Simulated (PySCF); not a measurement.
A GIAO shielding run with PySCF (density fitting, non-relativistic, gas phase) on SMILES CB(C)[C@@H]1C[CH2][AlH][CH2]1, C6H14AlB:

```
$ OMP_NUM_THREADS=1 python probes_run.py task.json out

{"job": {"kind": "nmr", "xc": "HF", "basis": "pcSseg-1", "pop": false}, "charge": 0, "multiplicity": 1}
C     -2.112324     0.314925     1.630950
B     -1.297004     0.008771     0.317416
C     -1.993544    -0.760267    -0.872749
C      0.200212     0.459104     0.202143
C      0.822279     0.734733    -1.176587
C      2.362106     0.770361    -1.117605
Al     2.698524    -0.614289     0.231432
C      0.842752    -0.812299     0.863477
H     -2.671382    -0.561000     1.999462
H     -1.519606     0.737398     2.456328
H     -2.884015     1.062735     1.364710
H     -2.885348    -1.336042    -0.582412
H     -1.315205    -1.418283    -1.438302
H     -2.327161     0.010135    -1.594524
H      0.416748     1.316042     0.866571
H      0.404996     1.671924    -1.584865
H      0.506549    -0.059677    -1.876550
H      2.711621     1.746554    -0.728242
H      2.835972     0.656225    -2.105446
H      4.034351    -1.330665     0.723269
H      0.398110    -1.747399     0.466046
H      0.700974    -0.846689     1.955266
```

Hardware: 1 thread of an Arm Neoverse N1, shared host. The job also computes ring-centre shieldings.

Question: How large is the calculation?

Answer: 68 electrons, 213 basis functions and 1119 auxiliary functions.

Question: How long does it take, and how much memory does it need?

Answer: 38 s of wall time, with 10 SCF cycles and 7 response iterations; peak memory 1 GiB. Times on a shared host scatter by some tens of per cent.

Question: And these other runs on the same molecule and hardware: GIAO shielding at PBE0/pcSseg-1?

Answer: PBE0/pcSseg-1: 213 functions, 72 s.
